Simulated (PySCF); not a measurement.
C4H5AlO.
Atom-mapped SMILES: `[AlH2:1][c:2]1[cH:3][cH:4][cH:5][o:6]1` (hydrogens: H7, H8 on Al1; H9 on C3; H10 on C4; H11 on C5)

The closed-shell ground state was solved at several levels (PySCF, density fitting, gas phase, non-relativistic). Isolated species at its PBE0-D3(BJ)/def2-SVP geometry, gas phase.

```tsv
level	basis functions	total energy (Eh)	HOMO (eV)	LUMO (eV)	gap (eV)	dipole (D)
B3LYP/cc-pVTZ	254	-473.1534	-6.30	-1.90	4.40	0.83
CAM-B3LYP/def2-SVPD	167	-472.6957	-7.86	-0.76	7.10	0.87
B3LYP/6-31G*	98	-473.0368	-6.03	-1.81	4.22	0.87
```

Question: What might B3LYP/def2-TZVP (222 basis functions) give for the same quantities?

Answer: Total energy -473.1598 Eh, HOMO -6.33 eV, LUMO -1.90 eV, gap 4.43 eV, dipole 0.84 D.

Question: Over all these levels, which gives the widest orbital gap and which the narrowest?

Answer: CAM-B3LYP/def2-SVPD (range-separated hybrid) has the widest, 7.10 eV, and B3LYP/6-31G* (global hybrid, 20 % exact exchange) the narrowest, 4.22 eV. Functional and basis both differ between the two, so the spread mixes both effects.

Question: How much does the basis alone move the frontier levels among the 3 B3LYP rows (the withheld one included)?

Answer: The HOMO by 0.30 eV and the LUMO by 0.09 eV. By rising basis size (HOMO, LUMO in eV): 6-31G* -6.03, -1.81; def2-TZVP -6.33, -1.90; cc-pVTZ -6.30, -1.90.

Question: How far do the dipole and the HOMO energy spread over the levels?

Answer: The dipole runs from 0.83 to 0.87 D (mean 0.85 D) and the HOMO from -7.86 to -6.03 eV.
